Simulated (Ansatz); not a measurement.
Ideal-gas functions of C3NiO3 (`[O+]#[C][Ni-3]([C]#[O+])[C]#[O+]`) at 400 K and 1 bar, from an Ansatz frequency run at PBE0-D4/def2-TZVP.

Molar mass 142.72 g/mol, point group D3h (symmetry number 6), electronic degeneracy 1, moments of inertia 264.417, 264.519, 528.935 u Å². Harmonic wavenumbers (cm⁻¹, unscaled): 52, 65, 65, 274, 274, 317, 417, 418, 473, 473, 506, 506, 2135, 2135, 2213.

Use S(trans) = R[1.5 ln M + 2.5 ln T − 1.1517]; rotational temperatures θ = 24.2544 K / I; S(rot) = R[ln(√π/σ · √(T³/θAθBθC)) + 1.5]; for each mode x = 1.438777 ν̃/T, S = R[x/(eˣ − 1) − ln(1 − e⁻ˣ)] and H = RT x/(eˣ − 1); 1 cm⁻¹ = 0.0119627 kJ/mol; R = 8.31446 J/(mol·K).

Task: By hand: the entropy, in J/(mol·K).

Result: Translation 176.8. Rotation: θ = 0.0917, 0.0917, 0.0459 K, giving 109.7. Vibration, mode by mode: 22.27, 20.42, 20.42, 8.76, 8.76, 7.66, 5.68, 5.67, 4.83, 4.83, 4.40, 4.40, 0.03, 0.03, 0.03, in all 118.2. Electronic 0.0. Sum 404.7 J/(mol·K).

Task: By hand: H − E and G − E in kJ/mol, counted from the electronic energy.

Result: Zero-point energy ½ × 10323 × 0.0119627 = 61.7; thermal vibration 22.4; translation, rotation and pV give 4 RT = 13.3. H − E = 97.4 kJ/mol, and G − E = 97.4 − 400 × 404.7/1000 = -64.5 kJ/mol.

Vibration gives 29 % of the entropy, 63.1 J/(mol·K) of it from the modes under 150 cm⁻¹: soft modes count most, and the harmonic formula is weakest for them.
